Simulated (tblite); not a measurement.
Run record: tight-binding relaxation, `CC(=O)[C@@H]1C[Si@@H](C)[Se]1`.

Computed with GFN2-xTB geometry optimisation, gas phase (tblite 0.8.0). Start geometry: from a force field or distance geometry. A driver script takes a list of jobs; this job's settings line and coordinates (Å) are shown.

Command:
```bash
OMP_NUM_THREADS=1 python probes_run.py task.json out
```

Input:
```
{"job": {"kind": "relax", "xc": "GFN2-xTB", "basis": "xTB"}, "charge": 0, "multiplicity": 1}
C     -2.996900     0.533100     0.978400
C     -1.929300     0.471000    -0.067500
O     -2.104500     0.983300    -1.143900
C     -0.618900    -0.228200     0.213000
C      0.598100     0.699800     0.091300
Si     1.490300    -0.216000    -1.254700
C      3.057900    -1.017300    -0.626800
Se    -0.256300    -1.612300    -1.134300
H     -3.917500     0.041000     0.593600
H     -3.236400     1.597300     1.212000
H     -2.703400     0.027800     1.917000
H     -0.622600    -0.716400     1.226800
H      1.195300     0.730200     1.027200
H      0.339500     1.725500    -0.257800
H      1.600500     0.527500    -2.519000
H      2.842100    -1.543700     0.343600
H      3.424300    -1.747700    -1.369900
H      3.829000    -0.248700    -0.454100
```

Output:
```
step      E/eV     max force
  0    -673.61311    1.734
  1    -673.76150    0.659
  2    -673.80437    0.398
  3    -673.82629    0.306
  4    -673.84332    0.276
  5    -673.85344    0.301
  6    -673.86099    0.197
  7    -673.86494    0.171
  8    -673.86728    0.188
  9    -673.86951    0.175
... (215 lines left out)
225    -674.11383    0.059
226    -674.11397    0.032
227    -674.11408    0.020
228    -674.11421    0.017
229    -674.11429    0.022
230    -674.11435    0.019
231    -674.11440    0.014
232    -674.11444    0.012
233    -674.11448    0.012
234    -674.11450    0.010
```

«max force» is the largest atomic force in eV/Å.

From which step on does the largest force stay under 0.1 eV/Å, and how much energy is left to gain from there?

From step 203 (0.059 eV/Å), 8.0 meV above the end.

Main results: energy lowered by 11.6 kcal/mol over 234 steps; largest atomic force 0.010 eV/Å at the end.

Where do the atoms end?

0.855 Å rms from the input after alignment:
```
atom  x, y, z in Å
C1    -3.0471    0.3914    0.4637
C2    -1.6371    0.6364    0.0068
O3    -1.3542    1.2691   -0.9865
C4    -0.5683   -0.0006    0.8378
C5     0.7881    0.6633    0.6256
Si6    1.2359   -0.2201   -1.0040
C7     2.9785   -0.9642   -1.0850
Se8   -0.3288   -1.7434   -0.1520
H9    -3.1806   -0.6685    0.6743
H10   -3.7536    0.7130   -0.2963
H11   -3.2259    0.9474    1.3827
H12   -0.8718   -0.1800    1.8695
H13    1.4710    0.3919    1.4307
H14    0.7003    1.7480    0.5979
H15    0.7853    0.3683   -2.2599
H16    3.2477   -1.4673   -0.1612
H17    3.0394   -1.6880   -1.8899
H18    3.7124   -0.1906   -1.2792
```

Hardware: one thread, Arm Neoverse N1 (aarch64), shared host. Cost: 3.5 s wall.
Labels such as C1 count atoms from 1, the log's own numbers from 0.
